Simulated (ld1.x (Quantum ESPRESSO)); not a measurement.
# Rh, TM: configuration errors across variants

| Item | Value |
| --- | --- |
| Element | rhodium (Rh) |
| Generator | ld1.x (Quantum ESPRESSO) 7.5 |
| Type | norm-conserving Troullier–Martins (Kleinman–Bylander form) |
| Functional | PBE |
| Relativity | scalar-relativistic |
| Frozen core | [Kr] |
| Valence charge | 9 |
| Reference configuration | 4d8 5s1 5p0 |
| Partial waves | 5s (bound): rc 2.45 bohr; 4d (bound): rc 1.25 bohr; 5p (bound, empty): rc 3.30 bohr |
| Local potential | the p channel |
| Core correction | none |

All-electron excitation energies from the reference (eV): (1) 4d8 5s0 5p0 7.460; (2) 4d7 5s0 5p0 26.971; (3) 4d6 5s0 5p0 59.476; (4) 4d8 5s0.5 5p0 2.919; (5) 4d7 5s1 5p1 6.619; (6) 4d8.5 5s0.5 5p0 -0.631; (7) 4d8 5s0 5p1 3.603.

Tests that are not counted but printed errors over 1 eV. “wave 5p (bound): rc 3.30 bohr becomes 5p (bound): rc 2.52 bohr”: 4d7 5s1 5p1 (solver errors, printed error -493 eV); 4d8.5 5s0.5 5p0 (pseudo-atom not self-consistent, printed error +25.8 eV). “wave 5p (bound): rc 3.30 bohr becomes 5p (bound): rc 4.50 bohr”: 4d8.5 5s0.5 5p0 (solver errors, printed error -550 eV). “wave 5p (bound): rc 3.30 bohr becomes 5p (bound): rc 5.02 bohr”: 4d7 5s1 5p1 (solver errors, printed error -494 eV).

A true bound ghost makes a file unfit for plane-wave use even where its test errors are small: the radial tests pick states by their node count and pass the ghost by. Where a test does run into it, the solver fails or the error is huge.

Errors AE − PS in meV (a dash: test not solved or not reliable):

```tsv
change	(1)	(2)	(3)	(4)	(5)	(6)	(7)	bound ghosts
base	+5.1	-116	-659	+0.5	-140	-29	+1.3	none
wave 5p (bound): rc 3.30 bohr becomes 5p (bound): rc 2.12 bohr	+6.3	-72	-528	+0.5	-87	-26	+0.2	s
wave 5p (bound): rc 3.30 bohr becomes 5p (bound): rc 2.52 bohr	+5.5	-113	-659	–	–	–	+1.4	s
wave 5p (bound): rc 3.30 bohr becomes 5p (bound): rc 3.24 bohr	+5.1	-115	-655	+0.5	-142	-29	+1.2	none
wave 5p (bound): rc 3.30 bohr becomes 5p (bound): rc 3.48 bohr	+5.1	-119	-669	+0.6	-134	-29	+1.7	none
wave 5p (bound): rc 3.30 bohr becomes 5p (bound): rc 3.84 bohr	+5.1	-127	-695	+1.0	-103	-29	+3.0	none
wave 5p (bound): rc 3.30 bohr becomes 5p (bound): rc 4.22 bohr	+4.8	-137	-721	+2.7	+49	-27	+5.0	none
wave 5p (bound): rc 3.30 bohr becomes 5p (bound): rc 4.50 bohr	+4.6	-142	-731	+8.7	+515	–	+6.1	none
wave 5p (bound): rc 3.30 bohr becomes 5p (bound): rc 5.02 bohr	+4.1	-150	-749	-3.5	–	-43	+8.7	s
```

Give the same row for: wave 5p (bound): rc 3.30 bohr becomes 5p (bound): rc 2.86 bohr.

+5.1, -114, -653, +0.4, -143, -29, +1.1; bound ghosts: none.
